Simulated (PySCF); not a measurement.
BBr2F. Atoms are numbered in the order given.

```xyz
4

B      0.0000     0.0000    -0.6333
F      0.0000     0.0000    -1.9455
Br     0.0000    -1.6720     0.2954
Br     0.0000     1.6720     0.2954
```

The structure is a stationary point at B3LYP-D3(BJ)/def2-SVP.

These are PBE/def2-TZVPD in PySCF values and carry that method's errors.

Symmetry labels are those of the subgroup C2v that the program uses (full group C2v).

Computed valence orbital energies around the gap with their symmetry:
| orbital | symmetry | energy (eV) |
|---|---|---|
| HOMO−7 | B2 | -12.23 |
| HOMO−6 | B1 | -12.06 |
| HOMO−5 | A1 | -11.67 |
| HOMO−4 | B2 | -9.25 |
| HOMO−3 | B1 | -8.53 |
| HOMO−2 | A1 | -8.14 |
| HOMO−1 | A2 | -7.80 |
| HOMO | B2 | -7.35 |
| LUMO | B1 | -2.38 |
| LUMO+1 | A1 | -1.06 |
| LUMO+2 | A1 | -0.24 |
| LUMO+3 | B2 | 0.17 |
